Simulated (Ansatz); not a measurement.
`OP(O)[SeH]` → 3 H• + 2 O• + P• + Se•  (atomization)

Gas-phase electronic energies from Ansatz, PBE0-D4/def2-TZVP geometries. CBS: MP2 limit from def2 TZ/QZ plus the TZ coupled-cluster correction, frozen cores. This one scheme is used for every species, atoms too. DFT in def2-TZVPP. B3LYP here is the variant with VWN-RPA as its local correlation; programs differ in this. HSE06 is defined as in plane-wave codes. Open shells (•) are unrestricted, without spin–orbit coupling. Spin–orbit coupling would lower the free atoms: a little for O; clearly for Se. For Se outer-core shells are correlated without core-valence functions, so the limit isn't a true one: a few kJ/mol of doubt a bond, and 10 to 20 or more in all where bonds break to atoms. Scalar relativity is left out up to krypton. Each species was taken in one conformer, which may not be the lowest.

`OP(O)[SeH]`:

Z-matrix (Å, degrees):
```
P
O 1 1.627
Se 1 2.307 2 103.3
O 1 1.628 2 92.8 3 -102.7
H 2 0.962 1 110.5 3 -92.5
H 3 1.471 1 93.0 2 -46.8
H 4 0.963 1 110.9 2 169.6
```

```
             level  ΔE (kJ/mol)  difference from CCSD(T)/CBS
       LDA (SPW92)       2722.8                        451.3
            PBE-D4       2332.2                         60.7
         revPBE-D4       2252.7                        -18.8
           BLYP-D4       2287.7                         16.2
            B97M-V       2263.9                         -7.6
           PBE0-D4       2238.8                        -32.7
          B3LYP-D4       2255.6                        -15.9
        r2SCANh-D4       2235.7                        -35.8
        r2SCAN0-D4       2189.9                        -81.6
          HSE06-D4       2241.3                        -30.2
          BHLYP-D4       2130.1                       -141.4
      CAM-B3LYP-D4       2259.9                        -11.6
           ωB97X-V       2274.2                          2.7
           ωB97M-V       2274.4                          2.9
          PBE-QIDH       2202.6                        -68.9
               PBE       2315.7                         44.2
            revPBE       2204.5                        -67.0
              BLYP       2251.1                        -20.4
            r2SCAN       2264.1                         -7.4
              PBE0       2225.0                        -46.5
             B3LYP       2228.5                        -43.0
           r2SCANh       2231.8                        -39.7
           r2SCAN0       2185.5                        -86.0
             BHLYP       2108.2                       -163.3
         CAM-B3LYP       2245.8                        -25.7
           LC-ωPBE       2209.2                        -62.3
       HF/def2-SVP       1305.3                       -966.2
      MP2/def2-SVP       2020.0                       -251.5
     CCSD/def2-SVP       1937.9                       -333.6
  CCSD(T)/def2-SVP       1973.4                       -298.1
     HF/def2-TZVPP       1376.1                       -895.4
    MP2/def2-TZVPP       2227.1                        -44.4
SCS-MP2/def2-TZVPP       2208.4                        -63.1
   CCSD/def2-TZVPP       2112.5                       -159.0
     HF/def2-QZVPP       1382.3                       -889.2
    MP2/def2-QZVPP       2289.0                         17.5
SCS-MP2/def2-QZVPP       2275.6                          4.1
      HF/CBS(def2)       1383.2                       -888.3
     MP2/CBS(def2)       2331.2                         59.7
    CCSD/CBS(def2)       2216.5                        -55.0
       CCSD(T)/CBS       2271.5                            0
```

Largest T1 diagnostic among the species: 0.013.

From PBE to PBE0 (25 % exact exchange), in def2-TZVPP and without D4, ΔE moves by −90.8 kJ/mol: exact exchange takes away binding that semilocal exchange gives to molecules. The D4 term adds +27.0 kJ/mol with B3LYP and +13.8 kJ/mol with PBE0; it sums over pairs of atoms, weighted by their polarisabilities, and B3LYP, whose exchange is more repulsive, gets the larger term.

For atomizations the MP2-based limit and the directly extrapolated one differ by several kJ/mol either way, and by 10 to 25 for some Ge, Se and Sn compounds, so smaller differences from it don't rank the levels.
